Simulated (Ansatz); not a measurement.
`[F][Al]([SiH3])[SH]` + HCl → `[F][Al]([SH])[Cl]` + SiH₄  (cleavage of the Al–Si bond)

Isolated molecules relaxed with PBE0-D4/def2-TZVP in Ansatz; ΔE leaves out vibrations. CCSD(T)/CBS is the MP2 limit (def2-TZVPP, def2-QZVPP) plus CCSD(T) − MP2 in def2-TZVPP, frozen cores. This one scheme is used for every species. DFT in def2-TZVPP. Each species was taken in one conformer, which may not be the lowest.

CCSD(T)/CBS gives -35.8 kcal/mol.

(1) Another level gave -36.4 kcal/mol. Which?
A. r2SCAN0/def2-TZVPP
B. revPBE-D4/def2-TZVPP
C. PBE0-D4/def2-TZVPP
D. BLYP/def2-TZVPP

Largest T1 diagnostic among the species: 0.013.

Answers

(1) A. r2SCAN0 -36.4, revPBE-D4 -31.8, BLYP -34.3, PBE0-D4 -32.9 kcal/mol.

From PBE to PBE0 (25 % exact exchange), in def2-TZVPP and without D4, ΔE moves by −1.8 kcal/mol. In def2-TZVPP, CCSD(T) changes the Hartree–Fock value by +5.2 kcal/mol (the triples alone add +0.5 kcal/mol) and MP2 by +2.6 kcal/mol. Leaving LDA and LC-ωPBE aside and taking each functional with its dispersion term where it has one, the values, not all of them listed here, spread over 6.3 kcal/mol, from BHLYP-D4 to PBE-D4.
